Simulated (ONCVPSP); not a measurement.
# Before and after: ONCV potential for chlorine (Cl)

chlorine, optimised norm-conserving Vanderbilt (ONCV), made with ONCVPSP 4.0.1 (BLYP, scalar-relativistic). Core [Ne], reference 3s2 3p3.5 (charge +1.5). Waves: 3s: rc 1.05 bohr, ncon 3, nbas 6, qcut 6.6 1/bohr, local; 3p: rc 1.05 bohr, ncon 5, nbas 9, qcut 6.8 1/bohr, 2 projectors, debl 3.5 Ha; d scattering state at 0.09 Ha: rc 1.10 bohr, ncon 4, nbas 8, qcut 8.2 1/bohr, 2 projectors, debl 0.7 Ha. Local part: the s channel. Core correction: Teter function, fcfact 5.5, rcfact 1.75.

All-electron outer shells of the reference configuration (BLYP, scalar-relativistic, ld1.x):

| shell | level (eV) | outermost node (bohr) | outermost maximum (bohr) |
| --- | --- | --- | --- |
| 2s | -272.67 | 0.12 | 0.36 |
| 2p | -211.87 | – | 0.30 |
| 3s | -38.17 | 0.55 | 1.26 |
| 3p | -25.25 | 0.53 | 1.36 |

Change: s: qcut 8.3.

Cutoffs: the cutoffs (Ha) at which the residual kinetic energy of the hardest occupied pseudo-wave falls to 1 and 0.1 mHa per electron; they do not see the model core or the augmentation charge, which bear on the density cutoff. Errors are all-electron minus pseudo energies relative to the spin-unpolarised reference configuration.

What does the change do?

The potential gets neither clearly harder nor softer (208 Ha and 242 Ha → 208 Ha and 242 Ha); both files keep a bound ghost (p); the errors of the 4 common tests hardly move; the range in which the s phases agree narrows (upper end 4.4 → 3.2).

```tsv
quantity	base	changed
cutoff, loose	208 Ha	208 Ha
cutoff, tight	242 Ha	242 Ha
loose cutoff by channel	s 17 Ha, p 208 Ha	s 26 Ha, p 208 Ha
bound ghosts	p	p
GHOST(+) flags under 300 eV	none	none
error for 3s2 3p5, meV [ΔE -24.85 eV]	-21	-20
error for 3s2 3p4, meV [ΔE -11.12 eV]	-3.0	-2.8
error for 3s2 3p3, meV [ΔE 14.18 eV]	-4.6	-4.6
error for 3s1 3p6, meV [ΔE -12.70 eV]	-20	-19
s: phases at 1.07 bohr within 0.05 rad from the reference energy up to (Ha; the scan ends near 5)	4.4	3.2
p: phases at 1.07 bohr within 0.05 rad from the reference energy up to (Ha; the scan ends near 5)	to the end of the scan	to the end of the scan
d: phases at 1.12 bohr within 0.05 rad from the reference energy up to (Ha; the scan ends near 5)	to the end of the scan	to the end of the scan
rms error of d²Exc/dni dnj with the model core, mHa	4.85	4.89
```

 A true bound ghost makes a file unfit for plane-wave use even where its test errors are small: the radial tests pick states by their node count and pass the ghost by.
